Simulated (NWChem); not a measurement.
System: C₄H₄F₂; SMILES FC(C)=C=CF

Program: NWChem. All runs use the structure optimised with PBE0/def2-SVP. B3LYP is NWChem's, with the RPA form of VWN correlation.

Q: Among these, which level gives the lowest value of “dipole (D)”?
A) PBE0/def2-SVP
B) PBE/def2-SVP
C) CAM-B3LYP/def2-SVP
D) B3LYP/def2-SVP

A: B, PBE/def2-SVP. Values: PBE/def2-SVP 1.88; B3LYP/def2-SVP 2.03; CAM-B3LYP/def2-SVP 2.08; PBE0/def2-SVP 2.10
